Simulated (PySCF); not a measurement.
Which basis set comes closest?

Molecule: SMILES N#Cc1ccsc1, C$_{5}$H$_{3}$NS.

Structure with atom numbers: `[N:1]#[C:2][c:3]1[cH:4][cH:5][s:6][cH:7]1`. Each H is labelled by its parent atom.

Geometry PBE0-D3(BJ)/def2-SVP throughout; GIAO in PySCF 2.14.0 with density-fitted response routines, gas phase, one conformer, non-relativistic; equivalent atoms averaged; functional PBE0.

Reference values (estimated from measurements, as parent shift plus tabulated substituent increments; solution, not stated per compound (mostly CDCl3 or CCl4); Pretsch, Buehlmann, Badertscher, Structure Determination of Organic Compounds, 4th ed. (2009)): δ(H(C7)) = 7.83 ppm, δ(H(C4)) = 7.16 ppm, δ(H(C5)) = 7.35 ppm. Computed shifts are taken against TMS, calculated as an isolated molecule at each level.

Q: How do the basis sets STO-3G, pcSseg-0, 6-31G, 6-31G*, cc-pVDZ, def2-SVP, pcSseg-1, aug-cc-pVDZ, 6-311+G(2d,p), def2-TZVP, cc-pVTZ, IGLO-III, pcSseg-2 perform against the reference? Times are CPU seconds on shared hosts with different chips, so compare them loosely.

A: 
```
    basis set  functions  H(C7)  H(C4)  H(C5)  mean abs. error H  core-s
       STO-3G         42   7.30   6.71   6.80               0.51     3.2
     pcSseg-0         73   7.53   7.24   6.93               0.27     4.6
        6-31G         73   7.81   7.48   7.21               0.16     6.6
       6-31G*        108   7.43   7.15   6.95               0.27     9.6
      cc-pVDZ        117   7.59   7.16   7.11               0.16     8.6
     def2-SVP        117   7.42   7.12   6.93               0.29     7.6
     pcSseg-1        141   7.68   7.36   7.22               0.16      16
  aug-cc-pVDZ        192   7.96   7.46   7.47               0.18      17
6-311+G(2d,p)        215   7.93   7.46   7.42               0.16      25
    def2-TZVP        241   7.89   7.45   7.39               0.13      24
      cc-pVTZ        256   7.89   7.39   7.38               0.11      27
     IGLO-III        284   7.90   7.42   7.39               0.12      27
     pcSseg-2        301   7.93   7.53   7.41               0.18      35
```

For $^{1}$H the closest is cc-pVTZ (0.11 ppm, with IGLO-III, def2-TZVP practically level) and the furthest STO-3G (0.51 ppm). Where a smaller basis beats a larger one, errors probably cancel; the largest sets show where the functional converges. One molecule is a small sample, and vibrational and solvent effects are absent from the calculation.

A small basis that lands close on one nucleus may do so by chance; judge by the trend and by all nuclei.
